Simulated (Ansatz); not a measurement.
Single points on K₄H₄.

```yaml
crystal:
  periodic: [false, false, false]
  atoms:
    - {symbol: K, position_ang: [-0.441664, 2.273563, 0.113822]}
    - {symbol: K, position_ang: [-1.271169, -1.114723, 1.586475]}
    - {symbol: K, position_ang: [-0.538297, -0.787305, -2.113836]}
    - {symbol: K, position_ang: [2.251160, -0.371961, 0.413565]}
    - {symbol: H, position_ang: [0.521366, 0.762564, 2.046915]}
    - {symbol: H, position_ang: [1.231119, 1.079225, -1.536417]}
    - {symbol: H, position_ang: [-2.180182, 0.360330, -0.400147]}
    - {symbol: H, position_ang: [0.427667, -2.201704, -0.110377]}
basis:
  gaussian: {orbitals: def2-TZVP, initial_orbitals: start.molden}
hamiltonian: {xc: {name: r2SCANh}, dispersion: d4}
scf: {omitted_lower_state_checks: [starts]}
output: {orbitals: {seedname: orbitals}}
```

The file start.molden holds the orbitals of an earlier run on this structure, at another level or in another basis.

```sh
$ ansatz run in.yaml --threads 4 --pin off --events-out ev --progress --plain --max-ram 3916MiB
```

Shortened log:

```
Functional definition: r2SCANh
  name "r2SCANh"
  cite "Bursch, Neugebauer, Ehlert & Grimme, J. Chem. Phys. 156, 134105 (2022) doi:10.1063/5.0086040"
  cite "Furness, Kaplan, Ning, Perdew & Sun, J. Phys. Chem. Lett. 11, 8208 (2020) doi:10.1021/acs.jpclett.0c02405"
  cite "Furness, Kaplan, Ning, Perdew & Sun, J. Phys. Chem. Lett. 11, 9248 (2020) doi:10.1021/acs.jpclett.0c03077"
  parent r2scan
  parameter a = 0.1
  parameter k0 = 0.174
  parameter k1 = 0.065
  parameter a1 = 4.9479
  exchange = (1 - a)*r2scan_x(k0 = k0, k1 = k1, a1 = a1) + a*exact_x
  correlation = r2scan_c
these checks for a lower state are left out or cut short: starts
1476 factors; their error is unknown
mean field evaluation 1: about -65359.6395 eV, gradient 4.3e0 eV
mean field evaluation 2: about -65359.6576 eV, gradient 3.3e-2 eV
mean field evaluation 4: about -65359.7561 eV, gradient 3.9e-5 eV
mean field -65359.75611274 eV, -2401.9267347093 hartree, gradient 6.3e-5 eV, S^2 0.000000; 0 other end points of the search recorded, 0 dependent functions left out
reference -65359.75613942 eV, -2401.9267356900 hartree; 40, 40 occupied and 116, 116 virtual orbitals, 1476 factors
Total energy: -65359.85017239 eV, -2401.9301913379 hartree
Checks for a lower state left out: starts
```

Run time 6.5 s (4 threads of Arm Neoverse V2 on a shared host), peak host memory 0.55 GiB.

As the first input, with `hamiltonian: {xc: {name: B2PLYP}}` and without the key `output` (abridged; 5 s):

```
Functional definition: B2PLYP
mean field -65340.64631660 eV, -2401.2244626541 hartree, gradient 9.2e-7 eV, S^2 0.000000
20 core orbitals not correlated: weight in the atoms' cores, before any rotation towards them, 1.000 or more for the frozen orbitals, at most 0.000 for the correlated occupied ones
second order -23.38818833 eV of doubles, -0.00000000 eV of singles
Total energy: -65346.96131738 eV, -2401.4565346525 hartree
Checks for a lower state left out: starts
```

As the first input, with `hamiltonian: {xc: {name: LC-wPBE, parameters: {omega: 0.15/bohr}}}` (abridged; 2.9 s):

```
Functional definition: LC-wPBE
mean field -65343.86174570 eV, -2401.3426274940 hartree, gradient 1.4e-5 eV, S^2 0.000000
Total energy: -65343.86174576 eV, -2401.3426274962 hartree
Checks for a lower state left out: starts
```

First input, but with `hamiltonian: {xc: {name: LC-wPBE, parameters: {omega: 0.3/bohr}}}` (abridged; 3 s):

```
Functional definition: LC-wPBE
mean field -65346.59903239 eV, -2401.4432209248 hartree, gradient 6.4e-6 eV, S^2 0.000000
Total energy: -65346.59903241 eV, -2401.4432209254 hartree
Checks for a lower state left out: starts
```

First input, but with `gaussian: {orbitals: def2-SVP, initial_orbitals: start.molden}`, `hamiltonian: {xc: pbe, dispersion: d4}` (abridged; 2 s):

```
Functional definition: PBE
mean field -65330.77835373 eV, -2400.8618217074 hartree, gradient 1.4e-5 eV, S^2 0.000000
Total energy: -65331.12105620 eV, -2400.8744157908 hartree
Checks for a lower state left out: starts
```

First input, but with `hamiltonian: {xc: {name: BLYP}, dispersion: d4}` (abridged; 2.7 s):

```
Functional definition: BLYP
mean field -65362.90579973 eV, -2402.0424835714 hartree, gradient 1.7e-5 eV, S^2 0.000000
Total energy: -65363.59444306 eV, -2402.0677907468 hartree
Checks for a lower state left out: starts
```

First input, but with `gaussian: {orbitals: def2-TZVPD, initial_orbitals: start.molden}`, `hamiltonian: {xc: r2scan, dispersion: d4}` (abridged; 7.5 s):

```
Functional definition: r2SCAN
mean field -65359.74220757 eV, -2401.9262237037 hartree, gradient 2.4e-5 eV, S^2 0.000000
Total energy: -65359.82774337 eV, -2401.9293670863 hartree
Checks for a lower state left out: starts
```

Geometry: r2SCAN-D4/def2-SVP.

Correlated methods freeze 20 core orbitals; core or outer-core shells of K are correlated, in sets that lack core-valence functions. The structure comes from a short search, and lower isomers may exist.
